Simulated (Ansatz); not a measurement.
The same path of GeH3Se (5 atoms, charge 1, multiplicity 1) was run twice with different band settings. Lost on the way: Ge1–H4. Made: Se2–H4.

All numbers below come from Ansatz 0.2.0, UKS PBE0-D4/def2-SVP.

Relaxed end points:

```xyz
5
Properties=species:S:1:pos:R:3
Ge -0.471 -0.469 -0.138
Se 0.709 1.393 -0.508
H -0.213 -1.322 1.099
H -1.524 -0.816 -1.182
H 1.499 1.214 0.728
```

```xyz
5
Properties=species:S:1:pos:R:3
Ge -0.821 -1.457 0.482
Se -0.221 0.971 -0.282
H 0.069 -1.096 1.751
H -0.274 0.747 -1.739
H 1.247 0.836 -0.212
```

Common settings: climbing image yes; spring 5.0 eV/Å²; optimiser quadratic models (default); start path through a guess of the saddle point; force threshold 0.03 eV/Å; iteration limit 60; end points relaxed.

| run | movable images |
| --- | --- |
| 1 | 7 |
| 2 | 3 |

**Question.** What does each run give, and how far can it be trusted?

**Answer.** Run 1: converged after 12 iterations, highest image 2.099 eV above the first end. A vibrational analysis at the climbing image gives one clearly imaginary mode, 1055i cm⁻¹: a first-order saddle point.
Run 2: converged after 10 iterations, highest image 2.099 eV above the first end. Neighbouring images differ by up to 1.4 eV, so the band resolves the path poorly. Another band between the same ends (7 images) ends at a top of the same energy, where a vibrational analysis finds 1 clearly imaginary mode. So few images can step over the top or miss a turn of the path.
The orbitals stay closed-shell, which can raise the energy where a bond breaks towards radicals; this wasn't checked here. Limits of this set-up: the dipole of an ion depends on the origin.
